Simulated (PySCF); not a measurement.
The numbers are results of PySCF 2.14.0 with PBE-D3(BJ)/def2-TZVP // PBE0-D3(BJ)/def2-TZVP, not measurements. All species are isolated molecules in the gas phase. One relaxed conformer stands for a flexible species; it need not be the lowest. Excitations are Tamm–Dancoff values on a coarser integration grid. The basis has no diffuse functions, so Rydberg states are missing or too high.

Reference species (SMILES): `COCS` (C–O–C–S torsion -69°, O–C–S–H torsion -68°) (neutral, multiplicity 1).

The T1 excitation (TDA) is 5.11 eV, the HOMO is -5.88 eV and the S1 excitation (TDA) comes out as 5.59 eV.

Changed species: `CSCO` (C–S–C–O torsion -65°, S–C–O–H torsion -54°).

Task: Predict the effect on the T1 excitation (TDA), HOMO and S1 excitation (TDA).

Result: the T1 excitation (TDA) decreases by 0.11 eV, to 5.00 eV; the HOMO increases by 0.47 eV, to -5.41 eV; the S1 excitation (TDA) falls by 0.09 eV, to 5.50 eV.
